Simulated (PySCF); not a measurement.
## Fractional electron number in Co²⁺ (cobalt, charge +2)

The 3d beta orbital of [Ar] 3d7 is emptied in steps (occupation f), with all orbitals relaxed, ending at [Ar] 3d6. Computed with PySCF 2.14 in x2c-TZVPall (6s5p4d1f, 48 functions), with scalar relativity by spin-free X2C-1e. The exact energy is a straight line in f; departures are measured from the line between the end points of the same method.

**Question.** Among UHF, LDA, PBE, which shows the largest delocalisation error (convex curve), and which is closest to linear?

**Answer.** Most convex: LDA (-2.090 eV at f = 0.4); closest to linear: UHF (0.668 eV).

| f | UHF (eV) | LDA (eV) | PBE (eV) |
| --- | --- | --- | --- |
| 1 | 0.000 | 0.000 | 0.000 |
| 0.8 | 0.483 | -1.367 | -1.331 |
| 0.6 | 0.695 | -2.071 | -2.012 |
| 0.4 | 0.668 | -2.090 | -2.025 |
| 0.2 | 0.428 | -1.406 | -1.358 |
| 0 | 0.000 | 0.000 | 0.000 |

| method | E(f=0) − E(f=1) (eV) | −ε at f=1 (eV) | −ε at f=0.4 (eV) |
| --- | --- | --- | --- |
| UHF | 31.174 | 34.322 | 30.487 |
| LDA | 34.375 | 25.920 | 36.021 |
| PBE | 34.124 | 25.877 | 35.747 |

Reference removal energy between the ground levels: 33.5 ± 0.06 eV (semi-empirical (NIST evaluation); NIST Atomic Spectra Database, ionization energies). The calculation has no spin-orbit coupling. The determinant left behind need not be the lowest term of the ion. UHF lacks correlation.
